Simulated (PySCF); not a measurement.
**Radial density of Rb⁺ (rubidium, charge +1)**

UHF, [Kr], closed-shell 1S. Computed with PySCF 2.14 in def2-SVP with the def2 core potential (28 electrons) (5s3p2d, 24 functions), with scalar relativity through the core potential. This is the valence pseudo-density: the core potential removes the inner electrons and smooths the orbitals near the nucleus.

| r (bohr) | 4πr²ρ (e/bohr) |
| --- | --- |
| 0.0405 | 2.230e-05 |
| 0.0681 | 6.829e-05 |
| 0.115 | 0.0002396 |
| 0.193 | 0.001164 |
| 0.324 | 0.01077 |
| 0.545 | 0.2243 |
| 0.917 | 3.121 |
| 1.54 | 5.723 |
| 2.59 | 1.312 |
| 4.36 | 0.03468 |

Energies and moments cover only the electrons outside the core potential.
